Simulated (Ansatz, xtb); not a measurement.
**Ranking isomers of BrFH4NOSi+**

3 gas-phase structures of BrFH4NOSi+, found in a search over its isomers (lower ones may exist). Each was relaxed with GFN2-xTB; where two conformers were screened, the lower at r2SCAN-D4/def2-SVP is listed:

A. `N[Si@]([OH2+])(F)Br`, a singlet
B. `[NH3+][Si@](O)(F)Br`, a singlet
C. `[NH3+]O[Si@H](F)Br`, a singlet

Make a reasoned guess at their ranking by r2SCAN-D4/def2-SVP single-point energy.

Calculated order at r2SCAN-D4/def2-SVP: B (0.000), A (1.023), C (3.375) eV.

Energies above the lowest of each column, in eV; the last columns are at B3LYP-D3(BJ)/def2-SVP geometries and were run for some of them only (a dash: not run or not comparable):

```json
{"structure": "B", "GFN2-xTB": "0.000", "HF/STO-3G": "0.000", "r2SCAN-D4/def2-SVP": "0.000", "B3LYP-D3(BJ)/def2-SVP": "0.000", "CCSD(T)/def2-SVP + ΔMP2/def2-TZVPP": "0.000"}
{"structure": "A", "GFN2-xTB": "0.938", "HF/STO-3G": "0.376", "r2SCAN-D4/def2-SVP": "1.023", "B3LYP-D3(BJ)/def2-SVP": "0.976", "CCSD(T)/def2-SVP + ΔMP2/def2-TZVPP": "1.073"}
{"structure": "C", "GFN2-xTB": "2.502", "HF/STO-3G": "2.425", "r2SCAN-D4/def2-SVP": "3.375", "B3LYP-D3(BJ)/def2-SVP": "–", "CCSD(T)/def2-SVP + ΔMP2/def2-TZVPP": "–"}
```

Every level run on B puts it lowest or level with the lowest. Some further structures that were screened fall inside this span and aren't listed. Flexible structures stand in one conformer each, not always the lowest. Frequencies (B3LYP-D3(BJ)/def2-SVP) were run for A, B alone. ΔMP2 is the change of the MP2 energy from the smaller to the larger basis.

Programs: Ansatz 0.2.0, xtb 6.7.1.
